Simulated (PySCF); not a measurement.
# Reading the logs of faulty runs: BC3H7

Calculated results; nothing here was measured. The program is PySCF 2.14.0, an open-source quantum chemistry code, run on an isolated molecule that a program drew, which may never have been made. The molecule is BC3H7 (charge 0, singlet), drawn as the SMILES string `B=C(C)C`.

Each row is a Hartree-Fock (HF) and frozen-core CCSD(T) single point in the cc-pVDZ basis, meant for a local HF minimum. Run 1 is clean. Each other run has one planted mistake out of seven kinds, and not every kind appears here: one electron removed, one electron added, multiplicity raised by two, geometry at a saddle point, minimal basis STO-3G, one bond length entered in bohr, all coordinates scaled. The reference is restricted for singlets and unrestricted otherwise, and also for a bond in bohr. Adding or removing an electron swaps singlet and doublet. Electrons count all cores. HOMO and LUMO are orbital energies over both spins, the gradient is its largest component, and the lowest frequency (negative if imaginary) is given only where the gradient is small. Bond lengths are over the 10 bonds as drawn. T1 is the CCSD diagnostic: over 0.02 (restricted) or 0.045 (unrestricted) a single reference is doubtful.

Geometry of the clean run:
```xyz
11
BC3H7, angstrom
B    -1.3250    2.6148   -1.0124
C    -0.3865    1.7899   -0.4089
C     1.0696    2.1858   -0.2801
C    -0.7543    0.4364    0.1626
H    -2.1213    3.3142   -1.5239
H     1.2788    3.1680   -0.7086
H     1.7146    1.4597   -0.7861
H     1.3722    2.2122    0.7720
H    -0.5241    0.3921    1.2322
H    -0.1823   -0.3590   -0.3267
H    -1.8141    0.2023    0.0430
```

| run | electrons | basis functions | <S^2> | HOMO (eV) | LUMO (eV) | gradient (hartree/bohr) | lowest frequency (cm^-1) | mean bond (Å) | longest bond (Å) | T1 | HF (hartree) | CCSD(T) (hartree) | mistake |
|---|---|---|---|---|---|---|---|---|---|---|---|---|---|
| 1 | 30 | 91 | 0.000 | -8.12 | 2.58 | 1.8e-05 | 222 | 1.2157 | 1.515 | 0.0104 | -142.30041 | -142.87076 | no fault |
| 2 | 31 | 91 | 0.840 | 0.37 | 9.46 | 3.4e-02 | - | 1.2157 | 1.515 | 0.0200 | -142.24473 | -142.83215 | one electron added |
| 3 | 30 | 91 | 0.000 | -8.31 | 3.07 | 8.4e-02 | - | 1.1124 | 1.386 | 0.0096 | -142.20880 | -142.76026 | ? |
| 4 | 30 | 91 | 0.887 | -8.61 | 1.96 | 2.9e-02 | - | 1.3204 | 2.224 | 0.0633 | -142.17286 | -142.73971 | ? |

**Which mistake was planted in run 3, and what did it cost?**

The mean and the longest bond both change by the same factor, 0.915, and the gradient is no longer small. So the mistake is: all coordinates scaled. Subtracting run 1 and multiplying by 627.51 kcal/mol a hartree, the energy moved by 57.5 kcal/mol in HF and 69.3 kcal/mol in CCSD(T).

**Which mistake was planted in run 4, and what did it cost?**

The mean bond changes by a factor of 1.086 and the longest by 1.468, so the molecule wasn't scaled as a whole. A length L in bohr read as angstrom grows by (1/0.5292 - 1) L = 0.890 L. The 10 bonds together grew by 10 x 0.1047 = 1.047 Å, which gives L = 1.177 Å. That is bond B1-H5, 1.177 Å in the clean geometry. So the mistake is: one bond length entered in bohr. Subtracting run 1 and multiplying by 627.51 kcal/mol a hartree, the energy moved by 80.0 kcal/mol in HF and 82.2 kcal/mol in CCSD(T).

Cautions from the logs. Run 2: the HOMO is above zero, so the electron isn't bound and the energy depends on the basis; run 4: T1 is over the limit, so its CCSD(T) energy is less reliable.
